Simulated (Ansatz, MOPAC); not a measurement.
Spectroscopic constants of BeN+, multiplicity 3 (lowest of 2S+1 = 1, 3, 5 at CCSD(T)/def2-TZVPP on PBE0 minima; our sources give no spin for the ground state, which may be another).

Constants: fifth-degree fit in 1/R to seven points, most abundant isotopes. Runs in def2 and cc sets follow the lowest solution found near the PBE0 minimum.

The state that PM6 reach isn't checked.

Programs: Ansatz (a program for electronic structure) with Gaussian orbitals; MOPAC for PM6 (differences of heats of formation). Each number belongs to the level named beside it.

```csv
level,r_e (Å),ω_e (cm⁻¹),ω_e x_e (cm⁻¹)
PM6,1.538,1183,8.2
SVWN5/def2-TZVPP,1.596,938,11
PBE/def2-TZVPP,1.606,921,11
B97M-V/def2-TZVPP,1.588,___,14
PBE0/def2-TZVPP,1.583,969,15
CAM-B3LYP/def2-TZVPP,1.575,993,13
wB97X-V/def2-TZVPP,1.584,990,11
wB97M-V/def2-TZVPP,___,___,12
```

Question: Complete the blanks.

Answer: 
- wB97M-V/def2-TZVPP, r_e (Å): 1.580
- wB97M-V/def2-TZVPP, ω_e (cm⁻¹): 992
- B97M-V/def2-TZVPP, ω_e (cm⁻¹): 946
